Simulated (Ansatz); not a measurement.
Z-matrix (Å, degrees):
```
B
S 1 2.007
Si 1 1.962 2 68.1
H 1 1.197 2 110.1 3 -113.9
H 1 1.196 2 109.0 3 111.8
C 2 1.871 1 102.3 3 93.9
H 3 1.489 1 124.9 2 -85.9
H 3 1.484 1 125.7 2 89.0
N 6 1.414 2 116.2 1 -144.7
H 6 1.090 2 105.7 1 -20.8
H 6 1.090 2 103.9 1 93.3
H 9 1.010 6 113.1 2 -60.9
H 9 1.011 6 112.5 2 63.4
```

The species carries charge 0 and has multiplicity 1. The bonds changed during the relaxation, so this is another structure than the one it started from.

Problem. List the PBE0/def2-TZVPP orbital energies in eV (the Gaussian-basis code of Ansatz). (Best estimate.)

Solution. The calculation gave: Occupied: -2423.00, -1802.75, -391.72, -280.27, -218.32, -183.79, -162.13, -162.04, -162.01, -145.10, -99.83, -99.72, -99.66, -25.87, -21.71, -18.54, -15.37, -14.74, -13.51, -13.23, -11.82, -11.53, -10.14, -9.68, -9.16, -8.38, -7.53, -6.97. Lowest empty: -0.68, 0.10, 0.64, 1.25, 1.39, 1.47, 2.02, 2.41.
